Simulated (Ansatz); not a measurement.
Match the barriers

Saddle point of CH₆InN, closed shell (CH₆InN ([CH3][InH][NH2]) → CH₄InN ([CH3][In][NH]) + H₂; bonds formed: H2–H4; bonds broken: In1–H2, N3–H4), PBE0-D4/def2-TZVP structure:

In1  (-0.140, 0.324, -0.111)
H2  (-1.174, -1.231, -1.284)
N3  (-1.450, 1.015, -1.365)
H4  (-1.521, -0.377, -1.560)
C5  (1.308, -0.339, 1.284)
H6  (-1.690, 1.991, -1.525)
H7  (2.231, 0.229, 1.168)
H8  (0.931, -0.217, 2.299)
H9  (1.505, -1.395, 1.094)
(Å)

Program: Ansatz 0.2.0. Basis: def2-TZVPP, with def2-QZVPP for the basis limit. Cores are frozen in the correlated methods. Filled d shells of the heavier atoms are correlated. Core potentials replace the inner electrons of the atoms past krypton. The def2 sets are not built for correlating such inner shells, so the correlated values are less sure here. Extrapolation: Hartree–Fock as exp(−7.88 √X), correlation as X^−2.97. Four methods, as single points on the PBE0-D4 structures, gave these electronic barriers from the start structure: 59.94, 65.63, 77.02, 89.86 kcal/mol.

Task: The methods were, in alphabetical order, BHLYP-D4, HF, r2SCAN-D4, SPW92. Which gave which? (Judge from chemistry; the calculation decides.)

Result: By the calculation: SPW92 59.94; r2SCAN-D4 65.63; BHLYP-D4 77.02; HF 89.86 kcal/mol. For comparison, CCSD(T) at an estimated basis limit (MP2 extrapolated from triple and quadruple zeta, plus CCSD(T) − MP2 in triple zeta) gives 68.97 kcal/mol.

T1 diagnostic: at most 0.025. The restricted Hartree–Fock reference is unstable towards an unrestricted one at one or more of these structures.

Labels in which every atom is bracketed show which atoms are joined, not bond orders.

For scale, one of the runs: CCSD(T)/def2-TZVPP, 196 basis functions, launched by `ansatz run in.yaml --threads 4 --pin off --events-out ev --progress --plain --max-ram 9574MiB`. Time: 59 s of wall clock on 4 CPU threads of an Arm Neoverse V1; the host was shared. Peak host memory: 2.6 GiB.
